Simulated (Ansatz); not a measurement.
Basis-set series for `[OH][SnH]([OH])[OH]`. Total charge 0; spin multiplicity 1. Sn: def2 effective core potential. The structure was optimised at the PBE0-D4/def2-TZVP level. It is one conformer, not always the lowest.

Z-matrix (Å, degrees):
```
Sn
O 1 1.953
O 1 1.953 2 106.6
O 1 1.953 2 106.8 3 -113.9
H 1 1.690 2 112.1 3 123.1
H 2 0.961 1 111.8 3 4.8
H 3 0.961 1 111.9 2 -109.8
H 4 0.961 1 111.9 2 5.2
```

```
functional       basis  functions  energy (Eh)  HOMO (eV)  LUMO (eV)
   PBE0-D4  def2-TZVPP        199   -442.30270      -8.73      -0.91
   PBE0-D4  def2-QZVPP        373   -442.31974      -8.79      -1.05
   ωB97M-V  def2-TZVPP        199   -442.41936     -11.14       0.92
   ωB97M-V  def2-QZVPP        373   -442.43583     -11.20       0.63
```

Q: Give the rows for def2-SVP. (An estimate is asked.)

A: Ansatz gave: 
```csv
functional,basis,functions,energy (Eh),HOMO (eV),LUMO (eV)
PBE0-D4,def2-SVP,88,-441.98545,-8.44,-0.55
ωB97M-V,def2-SVP,88,-442.09452,-10.82,1.45
```

Positive LUMOs are unbound and depend on the basis.
